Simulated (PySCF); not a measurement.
## How methods differ on the ionisation energy of Ag²⁵⁺

Ag²⁵⁺ [Ar] 3d4 (5D) → Ag²⁶⁺ [Ar] 3d3 (4F), as a difference of total energies. All numbers are calculated (PySCF 2.14, the spin-free X2C one-electron Hamiltonian (Gaussian nucleus), in an even-tempered Gaussian basis (18 s from 3.1 bohr⁻², ratio 2.5; 12 p from 4.1 bohr⁻², ratio 2.5; 8 d from 4.1 bohr⁻², ratio 2.5; 4 f from 16 bohr⁻², ratio 2.7; 3 g from 23 bohr⁻², ratio 2.7)). Correlated levels: outer shells: [Ne] frozen; virtual orbitals above 40 to 60 times the deepest correlated orbital energy dropped. The calculations carry no spin-orbit coupling.

```tsv
method	ionisation energy (eV)
UHF	1307.3
LDA	1307.8
PBE	1307.0
PBE0	1307.5
r2SCAN	1306.9
M06-2X	1308.8
BLYP	1306.7
MP2 (outer shells)	1307.9
SCS-MP2 (outer shells)	1307.5
```

A first-order spin-orbit estimate (lowest level to lowest level, LS coupling) adds -1.697 eV.

Breit and QED terms and the two-electron picture change are absent.

For comparison: 1308 ± 4 eV (theoretical estimate listed by NIST; NIST Atomic Spectra Database, ionization energies).
